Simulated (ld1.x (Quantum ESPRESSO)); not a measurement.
**Yb (Z = 70) RRKJ: all-electron and pseudo phase curves**

```json
{
 "Element": "ytterbium (Yb)",
 "Generator": "ld1.x (Quantum ESPRESSO) 7.5",
 "Type": "norm-conserving RRKJ (Kleinman–Bylander form)",
 "Functional": "BLYP",
 "Relativity": "fully relativistic",
 "Frozen core": "[Kr] 4d10",
 "Valence charge": "24",
 "Reference configuration": "4f14 5s2 5p6 5d0 6s2 6p0",
 "Partial waves": "5s (bound): rc 2.00 bohr; 5p (bound): rc 1.70 bohr; 5d (bound, empty): rc 3.40 bohr; 4f (bound): rc 1.00 bohr",
 "Local potential": "all-electron potential smoothed inside 2.05 bohr (lloc = -2)",
 "Core correction": "Bessel-smoothed model core, default radius (core density twice the valence density)",
 "rho0": "0.02"
}
```

Open shells are filled in proportion to 2j + 1 (rel_dist='average').

Occupied shells without a wave of their own: 6s. They enter only through the test configuration that unscreens the potential, and ld1.x also counts them in the model core charge.

The phase is arctan(r·u′/u) with u = r·R(r), unwrapped; energies in Ry, scanned from -6 to 5 Ry. A pole is an energy at which the radial function vanishes at the test radius. The pseudo phase is shifted by a multiple of π to meet the all-electron one at the reference energy, and phase errors are pseudo minus all-electron; the curves can meet again beyond the range given. Levels narrower than the energy grid can be missing from the lists of poles.

```json
{"channel": "s", "radius (bohr)": "3.70", "reference energy (Ry)": "-4.01", "poles, all-electron": "0.63, 4.99", "poles, pseudo": "0.50, 3.62", "unbroken range about the reference energy with phases within 0.05 rad": "below -0.6", "phase error 1 Ry above the reference energy (rad)": "-0.000"}
{"channel": "p1/2", "radius (bohr)": "3.70", "reference energy (Ry)": "-2.32", "poles, all-electron": "-2.31, 1.34", "poles, pseudo": "-2.31, 1.37", "unbroken range about the reference energy with phases within 0.05 rad": "below 2.9", "phase error 1 Ry above the reference energy (rad)": "+0.000"}
{"channel": "p3/2", "radius (bohr)": "3.70", "reference energy (Ry)": "-1.87", "poles, all-electron": "-1.85, 1.59", "poles, pseudo": "-1.85, 1.59", "unbroken range about the reference energy with phases within 0.05 rad": "the whole range", "phase error 1 Ry above the reference energy (rad)": "+0.000"}
{"channel": "d3/2", "radius (bohr)": "3.70", "reference energy (Ry)": "-0.05", "poles, all-electron": "0.28, 3.18", "poles, pseudo": "0.29, 3.61", "unbroken range about the reference energy with phases within 0.05 rad": "below 1.0", "phase error 1 Ry above the reference energy (rad)": "+0.042"}
{"channel": "d5/2", "radius (bohr)": "3.70", "reference energy (Ry)": "-0.04", "poles, all-electron": "0.33, 3.25", "poles, pseudo": "0.34, 3.65", "unbroken range about the reference energy with phases within 0.05 rad": "below 1.0", "phase error 1 Ry above the reference energy (rad)": "+0.035"}
{"channel": "f5/2", "radius (bohr)": "3.70", "reference energy (Ry)": "-0.26", "poles, all-electron": "-0.25, 2.28", "poles, pseudo": "-0.25, 2.42", "unbroken range about the reference energy with phases within 0.05 rad": "below 0.9", "phase error 1 Ry above the reference energy (rad)": "+0.025"}
{"channel": "f7/2", "radius (bohr)": "3.70", "reference energy (Ry)": "-0.16", "poles, all-electron": "-0.15, 2.29", "poles, pseudo": "-0.15, 2.43", "unbroken range about the reference energy with phases within 0.05 rad": "below 0.9", "phase error 1 Ry above the reference energy (rad)": "+0.040"}
```

A Bessel basis up to 400 Ry misses an occupied level by 0.05 Ry, so cutoffs and ghosts were not judged. ld1.x takes every shell without a wave as core, so the model core holds the 6s electrons as well and exchange and correlation see them twice. This cancels in the reference configuration, but the file is broken for other ones, and its errors say nothing about a proper core correction.

Phases in the f7/2 channel:

```json
{"E (Ry)": "-6.00", "all-electron": "1.465", "pseudo": "1.465"}
{"E (Ry)": "-5.48", "all-electron": "1.460", "pseudo": "1.460"}
{"E (Ry)": "-4.96", "all-electron": "1.455", "pseudo": "1.455"}
{"E (Ry)": "-4.44", "all-electron": "1.449", "pseudo": "1.449"}
{"E (Ry)": "-3.92", "all-electron": "1.442", "pseudo": "1.442"}
{"E (Ry)": "-3.40", "all-electron": "1.434", "pseudo": "1.434"}
{"E (Ry)": "-2.88", "all-electron": "1.424", "pseudo": "1.424"}
{"E (Ry)": "-2.36", "all-electron": "1.411", "pseudo": "1.411"}
{"E (Ry)": "-1.84", "all-electron": "1.395", "pseudo": "1.395"}
{"E (Ry)": "-1.32", "all-electron": "1.372", "pseudo": "1.372"}
{"E (Ry)": "-0.80", "all-electron": "1.338", "pseudo": "1.338"}
{"E (Ry)": "-0.28", "all-electron": "1.261", "pseudo": "1.262"}
{"E (Ry)": "0.24", "all-electron": "-1.957", "pseudo": "-1.954"}
{"E (Ry)": "0.76", "all-electron": "-2.355", "pseudo": "-2.328"}
{"E (Ry)": "1.28", "all-electron": "-4.040", "pseudo": "-3.958"}
{"E (Ry)": "1.80", "all-electron": "-4.567", "pseudo": "-4.536"}
{"E (Ry)": "2.32", "all-electron": "-4.719", "pseudo": "-4.690"}
{"E (Ry)": "2.84", "all-electron": "-4.828", "pseudo": "-4.783"}
{"E (Ry)": "3.36", "all-electron": "-5.019", "pseudo": "-4.890"}
{"E (Ry)": "3.88", "all-electron": "-6.391", "pseudo": "-5.157"}
{"E (Ry)": "4.40", "all-electron": "-7.587", "pseudo": "-6.910"}
{"E (Ry)": "4.92", "all-electron": "-7.748", "pseudo": "-7.606"}
```
